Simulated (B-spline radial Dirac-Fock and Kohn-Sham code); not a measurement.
## Auger decay of the 1s hole in Fe⁵⁺

System: iron as Fe⁵⁺, [Ar] 3d3, inside a Watson sphere of charge -5 and radius 2 Å (a model of the Madelung potential; inside it an electron's potential energy is raised by 36.0 eV).

Input of the calculation (task.json; shells as n, l, electrons):

```json
{"items": [{
  "Z": 26,
  "q": 5,
  "cfg": [[1, 0, 2], [2, 0, 2], [2, 1, 6], [3, 0, 2], [3, 1, 6], [3, 2, 3]],
  "A": 56,
  "rrms": 3.7377,
  "watson": [-5, 2.0],
  "do": ["binding", "quiet", "decay"],
  "holes": ["K", "L1", "L2", "L3", "M1", "M2", "M3"]
}]}
```

Launch: `python xray_run.py task.json out`

Level of theory: independent-particle rates on relativistic LDA orbitals of the hole state (multipoles up to L = 3, Coulomb Auger matrix elements, transition energies from Dirac-Fock); a B-spline atomic structure program. Kinetic energies are configuration averages from the vacuum level; the two-hole energies are estimated from single-hole states.

```tsv
transition	kinetic energy (eV)	width (meV)	share (%)
K-L1L1	5269.2	48.1	6.2
K-L1L2	5402.0	56.2	7.2
K-L1L3	5414.6	103	13.1
K-L2L2	5513.5	10.4	1.3
K-L2L3	5530.9	251	32.2
K-L3L3	5542.2	140	17.9
K-L1M1	6069.6	14.0	1.8
K-L1M2	6110.0	8.09	1.0
K-L1M3	6111.9	14.8	1.9
K-L2M1	6196.1	7.01	0.9
K-L3M1	6208.3	12.8	1.6
K-L2M2	6238.4	2.83	0.4
K-L2M3	6238.9	31.4	4.0
K-L3M2	6249.2	31.2	4.0
K-L3M3	6251.7	35.4	4.5
K-M2M3	6921.7	3.94	0.5
```

For K holes below about Z = 40 intermediate coupling redistributes the KLL shares among these jj groups. The listed channels hold 99 % of the non-radiative rate. Summed by principal shells, of 0.780 eV in all: KLL 78.0 %, KLM 20.6 %, KMM 1.4 %.
